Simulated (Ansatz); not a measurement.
GeO₄H₄ (the lowest singlet isomer of a short search). Charge 0, multiplicity 1. Geometry PBE-D4/def2-SVP, basis def2-TZVP, Ansatz.

```xyz
9

Ge    0.390    0.396    0.344
O    -1.320   -0.268    0.195
O     0.267    2.164    0.446
O     1.225   -0.048   -1.169
O    -1.028   -1.675   -0.151
H     0.823   -0.878   -1.495
H     0.024    2.535   -0.424
H    -1.443   -2.126    0.614
H     1.062   -0.101    1.640
```

```csv
run,HOMO (eV),LUMO (eV)
A,-6.60,-2.22
B,-6.40,-1.89
C,-6.80,-1.55
D,-8.51,-0.28
E,-10.71,1.58
F,-11.13,1.92
```

LC-ωPBE has ω = 0.4 bohr⁻¹. The structure holds one bond between oxygen atoms, so isomers without such links may lie far lower. The structure comes from a short search, and lower isomers may exist.

Problem. The runs used LC-ωPBE, LDA (SPW92), PBE, r2SCAN, r2SCAN0, ωB97M-V. Estimate which is which.

Solution. A LDA (SPW92) (0 % exact exchange); B PBE (0 % exact exchange); C r2SCAN (0 % exact exchange); D r2SCAN0 (25 % exact exchange); E ωB97M-V (range-separated); F LC-ωPBE (range-separated). Exact exchange lowers occupied and raises empty levels; among semilocal functionals meta-GGAs tend to open the gap a little, and such runs are hard to tell apart. The gap grows from 4.38 eV (LDA (SPW92)) to 13.05 eV (LC-ωPBE).
